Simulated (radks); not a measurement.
Task: Ir44+, 33 electrons, occupied as [Ar] 3d10 4s2 4p3. Method: Dirac Kohn-Sham, BLYP, spin-unpolarised, spherical densities, finite nucleus; open shells fill j = l - 1/2 first; Fermi nuclear charge, rms radius 5.4032 fm; computed with a radial shooting solver on a logarithmic mesh with Libxc functionals. Some entries of the table are withheld. Estimate them.

orbital  occ.  eigenvalue (eV)  r(max) (bohr)  <r^2> (bohr^2)
1s1/2       2        -78161.09        0.01082       0.0004197
2s1/2       2        -15436.36            (1)        0.006343
2p1/2       2        -14888.28        0.04617        0.004502
2p3/2       4        -13256.23        0.05331        0.005687
3s1/2       2        -5166.726         0.1746         0.04012
3p1/2       2        -4925.760         0.1630         0.03652
3p3/2       4        -4555.355         0.1771         0.04243
3d3/2       4        -4161.010         0.1378             (2)
3d5/2       6        -4079.916         0.1417             (3)
4s1/2       2        -2457.689         0.3709          0.1585
4p1/2       2        -2353.754         0.3658          0.1561
4p3/2       1        -2232.046         0.3880          0.1737

Result: 
(1) 2s1/2 r(max) (bohr): 0.06247
(2) 3d3/2 <r^2> (bohr^2): 0.03235
(3) 3d5/2 <r^2> (bohr^2): 0.03394
